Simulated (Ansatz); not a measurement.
Reaction (cleavage of the Si–Si bond): `[SiH3][SiH2][SnH3]` + `CC[Si]O` → `CC[Si]O[SiH3]` + `[SiH3][SnH3]`

Isolated molecules relaxed with PBE0-D4/def2-TZVP in Ansatz; ΔE leaves out vibrations. CCSD(T)/CBS is the MP2 limit (def2-TZVPP, def2-QZVPP) plus CCSD(T) − MP2 in def2-TZVPP, frozen cores. Functionals use def2-TZVPP. HSE06 is defined as in plane-wave codes. def2 core potentials past Kr. For Sn outer-core shells are correlated without core-valence functions, which leaves a few kJ/mol of doubt a bond. One conformer a species, not always the lowest.

| level | ΔE (kcal/mol) |
| --- | --- |
| revPBE-D4 | -14.5 |
| r2SCAN-D4 | -17.9 |
| HSE06-D4 | -15.6 |
| PBE | -13.2 |
| revPBE | -12.9 |
| r2SCAN | -17.7 |
| MP2/def2-TZVPP | -21.3 |
| MP2/def2-QZVPP | -21.4 |

What does CCSD(T)/CBS give? (Estimate.)

Ansatz gave: -19.8 kcal/mol. The listed levels differ from it by 5.3, 1.9, 4.2, 6.6, 6.9, 2.1, -1.5, -1.6 kcal/mol.

Largest T1 diagnostic among the species: 0.014.

From r2SCAN to r2SCAN0 (25 % exact exchange), in def2-TZVPP and without D4, ΔE moves by −0.9 kcal/mol. Leaving LDA and LC-ωPBE aside and taking each functional with its dispersion term where it has one, the values, not all of them listed here, spread over 9.6 kcal/mol, from BHLYP-D4 to PBE-D4.
